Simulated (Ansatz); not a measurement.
Basis-set extrapolation for `C=CCCCCC` (PBE0-D4/def2-TZVP geometry, frozen core, Ansatz). Multiplicity 1, RHF reference.

```csv
,def2-TZVPP,def2-QZVPP
HF,-273.309621,-273.322352
MP2 correlation,-1.208269,-1.283023
CCSD(T) correlation,-1.334823,not run
```

Energies in hartree. Use E(X) = E(∞) + A·exp(−7.88·√X) for Hartree–Fock and E(X) = E(∞) + B·X^(−2.97) for correlation, with X = 3 and 4, and add CCSD(T) minus MP2 of the smaller set to the MP2 limit.

**Question.** What is the CCSD(T) energy at the basis-set limit?

**Answer.** HF limit: -273.322352 + (-0.012731) × 0.13774 = -273.32411. MP2 limit: -1.283023 + (-0.074754) × 0.74074 = -1.33840. Higher-order term: -1.334823 − (-1.208269) = -0.12655. Total: -274.78906 hartree, 3.94 eV below CCSD(T)/def2-TZVPP.
